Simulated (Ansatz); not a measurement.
```yaml
crystal:
  periodic: [false, false, false]
  atoms:
    - {symbol: Si, position_ang: [-1.108560, 0.075067, 0.418208]}
    - {symbol: Si, position_ang: [-1.541407, -2.214077, 0.020127]}
    - {symbol: Si, position_ang: [1.541299, 2.214143, -0.020386]}
    - {symbol: Si, position_ang: [1.108552, -0.075069, -0.418176]}
    - {symbol: N, position_ang: [2.423259, 0.866283, -0.664392]}
    - {symbol: N, position_ang: [-2.423102, -0.866395, 0.664851]}
    - {symbol: N, position_ang: [0.042526, 1.254885, 0.288343]}
    - {symbol: N, position_ang: [-0.042523, -1.254893, -0.288288]}
    - {symbol: O, position_ang: [-1.775816, -3.690771, -0.252838]}
    - {symbol: O, position_ang: [1.775772, 3.690828, 0.252560]}
basis:
  gaussian: {orbitals: def2-TZVPD}
total_charge: -1
magnetization: {spin_polarized: true, initial_magnetization: 1}
hamiltonian: {xc: pbe0, dispersion: d4}
scf: {omitted_lower_state_checks: [starts]}
output: {orbitals: {seedname: orbitals}}
```

```sh
$ ansatz run in.yaml --threads 4 --pin off --events-out ev --progress --plain --max-ram 4787MiB
```

(1) Does this run fit into the memory that it is given?

## Answers

(1) No. It has 400 basis functions, and Ansatz plans for 5.30 GiB where 4.67 GiB are given.
